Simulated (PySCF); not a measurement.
**Nuclear quadrupole coupling in `CS(=O)(=O)NS(C)(=O)=O`**

Compound: C2H7NO4S2.
Structure used (GFN2-xTB), in Å, numbered top down from 1:
```xyz
16
C2H7NO4S2 angstrom
C      2.303    0.011   -0.504
S      1.037    0.893    0.396
O      1.376    2.277    0.516
O      0.688    0.188    1.591
N     -0.276    0.819   -0.643
S     -1.140   -0.608   -0.659
C     -2.037   -0.649    0.893
O     -0.153   -1.640   -0.690
O     -2.068   -0.518   -1.743
H      3.163   -0.087    0.147
H      1.885   -0.955   -0.755
H      2.544    0.591   -1.384
H     -0.733    1.676   -0.893
H     -2.780    0.137    0.871
H     -1.310   -0.505    1.682
H     -2.507   -1.621    0.966
```

Field gradients from the PBE0/pcSseg-1 density (PySCF, non-relativistic), principal values in atomic units, ordered |Vxx| ≤ |Vyy| ≤ |Vzz|:

```json
{"atom": "S2", "Vxx": "-0.4066", "Vyy": "-0.4987", "Vzz": "0.9053"}
{"atom": "O3", "Vxx": "-0.5310", "Vyy": "-0.7996", "Vzz": "1.3306"}
{"atom": "O4", "Vxx": "-0.5398", "Vyy": "-0.7648", "Vzz": "1.3046"}
{"atom": "N5", "Vxx": "0.4968", "Vyy": "0.6942", "Vzz": "-1.1911"}
{"atom": "S6", "Vxx": "-0.3725", "Vyy": "-0.5010", "Vzz": "0.8735"}
{"atom": "O8", "Vxx": "-0.5385", "Vyy": "-0.7816", "Vzz": "1.3200"}
{"atom": "O9", "Vxx": "-0.4810", "Vyy": "-0.8235", "Vzz": "1.3046"}
```

Find the asymmetry η = (Vxx − Vyy)/Vzz and the couplings χ = eQV/h (234.96 MHz × Q in barn × V in au), with Q(33S) = −0.0678 b, Q(17O) = −0.0256 b, Q(14N) = 0.02044 b.

| atom | environment | nucleus | η | χzz (MHz) | χxx (MHz) | χyy (MHz) |
| --- | --- | --- | --- | --- | --- | --- |
| S2 | sulfonyl sulfur | 33S | 0.10 | -14.42 | 6.48 | 7.94 |
| O3 | sulfonyl oxygen | 17O | 0.20 | -8.00 | 3.19 | 4.81 |
| O4 | sulfonyl oxygen | 17O | 0.17 | -7.85 | 3.25 | 4.60 |
| N5 | sulfonyl-bound nitrogen | 14N | 0.17 | -5.72 | 2.39 | 3.33 |
| S6 | sulfonyl sulfur | 33S | 0.15 | -13.92 | 5.93 | 7.98 |
| O8 | sulfonyl oxygen | 17O | 0.18 | -7.94 | 3.24 | 4.70 |
| O9 | sulfonyl oxygen | 17O | 0.26 | -7.85 | 2.89 | 4.95 |

What is Vzz at O4 in SI units (1 au = 9.71736 × 10²¹ V/m²)?

1.3046 au = 12.677 × 10²¹ V/m².

And the gradient at the other heavy atoms, for which no coupling is worked out here?

```
atom      environment  Vzz (au)     η
  C1  S-methyl carbon     0.308  0.22
  C7  S-methyl carbon     0.299  0.28
```

What couplings would deuterons (Q(2H) = 0.00286 b) have in place of the hydrogens, at this geometry?

```
atom  bonded to  bond length (Å)  Vzz (au)     η  χzz (kHz)
 H10         C1            1.083    0.3171  0.06        213
 H11         C1            1.083    0.2993  0.05        201
 H12         C1            1.081    0.3188  0.06        214
 H13         N5            1.003    0.4277  0.18        287
 H14         C7            1.082    0.3192  0.06        214
 H15         C7            1.083    0.2992  0.04        201
 H16         C7            1.083    0.3180  0.06        214
```

Isolated species at its GFN2-xTB geometry (one conformer only). GFN2-xTB bond lengths can be off by several hundredths of an ångström, more for odd bonds, and the gradients follow them. With a basis this small, the couplings can be 20 % off.
